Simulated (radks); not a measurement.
Coulomb parameter of the 4d shell of the zirconium ion Zr2+ in the model configuration [Kr] 4d1 5p1, as a second difference U = [E(n + 0.5) + E(n - 0.5) - 2 E(n)] / (0.5)^2 with all orbitals relaxed. "Bare": the charge of the atom changes with n. "Screened": the 5p shell takes up the change at fixed total charge, which measures U(4d,4d) + U(5p,5p) - 2 U(4d,5p). Method: scalar-relativistic Kohn-Sham, PBEsol, spin-unpolarised, spherical densities, finite nucleus; Fermi nuclear charge, rms radius 4.2694 fm; computed with a radial shooting solver on a logarithmic mesh with Libxc functionals.

start: configuration [Kr] 4d1 5p1; E - E(n) (eV) 0.000
bare +0.5: configuration [Kr] 4d1.5 5p1; E - E(n) (eV) -9.061
bare -0.5: configuration [Kr] 4d0.5 5p1; E - E(n) (eV) 11.700
screened +0.5: configuration [Kr] 4d1.5 5p0.5; E - E(n) (eV) -3.453
screened -0.5: configuration [Kr] 4d0.5 5p1.5; E - E(n) (eV) 3.879

U(bare) = 10.556 eV, U(screened by 5p) = 1.705 eV, against the Slater integral F0(4d,4d) = 12.987 eV with frozen orbitals.
